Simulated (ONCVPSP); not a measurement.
# Pseudopotential generation for Sc: ONCV, PBE, scalar-relativistic.

ONCVPSP 4.0.1 input, shortened (lines: element, Z, core and valence counts, functional; n l f; lmax; l rc ep ncon nbas qcut; lloc lpopt rc5 dvloc0; l nproj debl; icmod fcfact rcfact), PBE, scalar-relativistic:

```
  Sc 21.00    4    3        4      upf
    1    0    2.00
    2    0    2.00
    2    1    6.00
    3    0    2.00
    3    1    6.00
    3    2    1.00
    4    0    0.50
    2
    0    2.85    0.00    3    6    2.50
    1    1.85    0.00    3    6    7.00
    2    2.30    0.00    5   10    6.40
    4    5    1.30    4.00
    0    2    1.70
    1    2    0.90
    2    3    1.90
    0    0.00    0.00
```

In the p channel the program set the typed energies aside and used -1.640, 0.250 Ha.

All-electron outer shells of the reference configuration (PBE, scalar-relativistic, ld1.x):

```
shell  level (eV)  outermost node (bohr)  outermost maximum (bohr)
   3s      -66.06                   0.42                      0.92
   3p      -44.63                   0.39                      0.97
   3d      -13.80                      –                      1.08
   4s      -12.74                   1.31                      2.84
```

Calculated quality:

```
Cutoffs needed           : 17 Ha and 20 Ha (the cutoffs (Ha) at which the residual kinetic energy of the hardest occupied pseudo-wave falls to 1 and 0.1 mHa per electron)
Ghost test               : no bound ghost flagged; GHOST(+) flagged for s at 16.2 eV
Largest excitation error : +21 meV (all-electron minus pseudo) for 3p6 3d1 4s2, out of 4 test configurations
```

Generation and tests took about 3.2 s on one core of a shared server CPU.
